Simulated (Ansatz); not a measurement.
```yaml
crystal:
  periodic: [false, false, false]
  atoms:
    - {symbol: Cl, position_ang: [-2.277616, 0.588912, 0.654455]}
    - {symbol: C, position_ang: [-0.818229, 0.378449, -0.312529]}
    - {symbol: Si, position_ang: [0.871949, 0.867980, 0.377843]}
    - {symbol: Ge, position_ang: [0.288234, -1.296932, -0.174691]}
    - {symbol: H, position_ang: [-1.004644, 0.667672, -1.344628]}
    - {symbol: H, position_ang: [1.729108, 1.750515, -0.450197]}
    - {symbol: H, position_ang: [0.875932, 1.213466, 1.816417]}
    - {symbol: H, position_ang: [0.581485, -1.968225, -1.517207]}
    - {symbol: H, position_ang: [-0.157721, -2.248238, 0.933536]}
basis:
  gaussian: {orbitals: STO-3G}
hamiltonian: {xc: {name: PBE}}
output: {forces: true}
```

```sh
$ ansatz run in.yaml --threads 4 --pin off --events-out ev --progress --plain --max-ram 10444MiB
```

Output, abridged:

```
Functional definition: PBE
512 factors; integrals over basis functions are off by at most 2.8e-5 eV
mean field evaluation 1: about -76774.1498 eV, gradient 4.8e2 eV
mean field evaluation 2: about -76731.0385 eV, gradient 1.3e2 eV
mean field evaluation 4: about -76864.0764 eV, gradient 1.2e2 eV
mean field evaluation 8: about -77106.2408 eV, gradient 6.1e1 eV
mean field evaluation 16: about -77122.2920 eV, gradient 5.6e-2 eV
mean field -77122.29202854 eV, -2834.1919566817 hartree, gradient 2.3e-5 eV, S^2 0.000000; 0 other end points of the search recorded, 0 dependent functions left out
reference -77122.29205087 eV, -2834.1919575024 hartree; 37, 37 occupied and 9, 9 virtual orbitals, 512 factors
Total energy: -77122.29205087 eV, -2834.1919575024 hartree
Atom 0 at    -2.277616     0.588912     0.654455 Å, force    -2.020543     0.339813     1.164291 eV/Å
Atom 1 at    -0.818229     0.378449    -0.312529 Å, force     2.611648    -1.743445    -0.530158 eV/Å
Atom 2 at     0.871949     0.867980     0.377843 Å, force     0.073624    -1.047167    -0.040674 eV/Å
Atom 3 at     0.288234    -1.296932    -0.174691 Å, force    -0.285870     0.170047    -0.048991 eV/Å
Atom 4 at    -1.004644     0.667672    -1.344628 Å, force    -0.246560     0.298234    -0.645196 eV/Å
Atom 5 at     1.729108     1.750515    -0.450197 Å, force    -0.314128    -0.379412     0.299035 eV/Å
Atom 6 at     0.875932     1.213466     1.816417 Å, force     0.044957    -0.096280    -0.554658 eV/Å
Atom 7 at     0.581485    -1.968225    -1.517207 Å, force    -0.521116     1.026376     2.087506 eV/Å
Atom 8 at    -0.157721    -2.248238     0.933536 Å, force     0.657989     1.431834    -1.731154 eV/Å
Dipole moment:     0.561666    -0.038649    -0.168723 e Å
```

It took 0.7 s on 4 threads of an Arm Neoverse V2 on a shared host, with 0.08 GiB of host memory at the peak.
